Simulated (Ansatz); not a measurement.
Abridged output of a molecular run in Ansatz:

```
Functional definition: HF
1626 factors; integrals over basis functions are off by at most 1.0e-3 eV
mean field evaluation 1: about -11278.9971 eV, gradient 4.0e1 eV
mean field evaluation 2: about -11279.2310 eV, gradient 4.0e1 eV
mean field evaluation 4: about -11283.6254 eV, gradient 4.2e0 eV
mean field evaluation 8: about -11283.6978 eV, gradient 2.2e-1 eV
mean field -11283.69806278 eV, -414.6682554418 hartree, gradient 3.2e-6 eV, S^2 0.000000; 0 other end points of the search recorded, 0 dependent functions left out
9 core orbitals not correlated: weight in the atoms' cores, before any rotation towards them, 1.000 or more for the frozen orbitals, at most 0.000 for the correlated occupied ones
reference -11283.69806278 eV, -414.6682554418 hartree; 14, 14 occupied and 255, 255 virtual orbitals, 1626 factors
second order -21.66249952 eV of doubles, -0.00000000 eV of singles
cycle   1  -22.20797223 eV  change   -5.5e-1 eV  update   1.0e-1
cycle   2  -22.79217847 eV  change   -5.8e-1 eV  update   3.1e-2
cycle   3  -22.91078826 eV  change   -1.2e-1 eV  update   1.5e-2
cycle   4  -22.90323072 eV  change    7.6e-3 eV  update   4.0e-3
cycle   5  -22.90284036 eV  change    3.9e-4 eV  update   2.1e-3
cycle   6  -22.90330434 eV  change   -4.6e-4 eV  update   6.6e-4
cycle   7  -22.90302346 eV  change    2.8e-4 eV  update   3.5e-4
cycle   8  -22.90299774 eV  change    2.6e-5 eV  update   1.5e-4
cycle   9  -22.90302686 eV  change   -2.9e-5 eV  update   5.8e-5
cycle  10  -22.90301524 eV  change    1.2e-5 eV  update   2.0e-5
perturbative correction -0.97602406 eV, -0.0358682227 hartree
Total energy: -11307.57710208 eV, -415.5457939504 hartree
```

Its atoms:

Cartesian coordinates in Å:
```
C -1.016 0.692 1.512
C 0.198 0.209 0.787
C 0.188 -0.248 -0.486
N -0.986 -0.348 -1.213
Al 1.930 -0.792 -1.136
H -1.510 1.513 0.975
H -1.762 -0.105 1.621
H -0.775 1.057 2.510
H 1.142 0.212 1.321
H -0.904 -0.404 -2.213
H -1.774 0.204 -0.911
H 2.122 -1.258 -2.646
H 3.147 -0.731 -0.122
```

Task: Which basis set was used?
A. def2-SVP
B. cc-pV(Q+d)Z
C. cc-pV(D+d)Z
D. def2-TZVPP

Result: D. It gives 278 functions.

Task: Write the keys of the input that set method, charge and spin (a neutral closed shell needs none for the last two).

Result: 
```yaml
correlation: {method: ccsd_t}
```
